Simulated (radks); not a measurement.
Problem. The rhodium ion Rh3+, configuration [Kr] 4d6. Method: scalar-relativistic Kohn-Sham, PBE, spin-polarised, spherical densities, point nucleus; open shells are filled with parallel spins first (spin-orbit coupling, left out, can overturn this in heavy ions); computed with a radial shooting solver on a logarithmic mesh with Libxc functionals. Some entries of the table are withheld. Estimate them.

orbital  occ.  eigenvalue (hartree)  <r^2> (bohr^2)
1s down     1             -848.0107        0.001438
1s up       1             -848.0104        0.001438
2s up       1             -124.1108         0.02374
2s down     1             -124.0850         0.02374
2p up       3             -111.3642         0.01869
2p down     3             -111.3448         0.01869
3s up       1             -23.28688          0.1746
3s down     1             -23.27404          0.1746
3p up       3             -19.09846          0.1772
3p down     3             -19.08374          0.1771
3d up       5             -12.40617          0.1640
3d down     5             -12.38286          0.1638
4s up       1              -4.40215           1.073
4s down     1              -4.28757           1.067
4p up       3              -3.21170           1.295
4p down     3              -3.09122           1.291
4d up       5              -1.50068             (1)
4d down     1              -1.38065             (2)
5s up       0              -1.11544             (3)
5s down     0              -1.05252             (4)
5p up       0              -0.85014           8.961
5p down     0              -0.80081           9.433

Solution. 
(1) 4d up <r^2> (bohr^2): 2.179
(2) 4d down <r^2> (bohr^2): 2.251
(3) 5s up <r^2> (bohr^2): 6.639
(4) 5s down <r^2> (bohr^2): 6.944
